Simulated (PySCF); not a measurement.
## Be: excitation energy

Be [He] 2s2 (1S) → Be [He] 2s1 3s1 (3S), as a difference of total energies. Calculation: PySCF 2.14, in dyall-av3z; the non-relativistic Hamiltonian (point nucleus). Correlated levels: valence: 1s2 frozen; virtual orbitals above 40 to 60 times the deepest correlated orbital energy dropped. The calculations carry no spin-orbit coupling.

```json
{"method": "UHF", "excitation energy (eV)": "5.323", "error (eV)": "-1.134"}
{"method": "MP2 (valence)", "excitation energy (eV)": "6.063", "error (eV)": "-0.394"}
{"method": "SCS-MP2 (valence)", "excitation energy (eV)": "6.258", "error (eV)": "-0.199"}
{"method": "CCSD (valence)", "excitation energy (eV)": "6.437", "error (eV)": "-0.020"}
```

Reference: 6.457 eV (measured; NIST levels).

Errors of the correlated levels include the incompleteness of this basis and the frozen core.

With two correlated electrons CCSD is exact in that space.
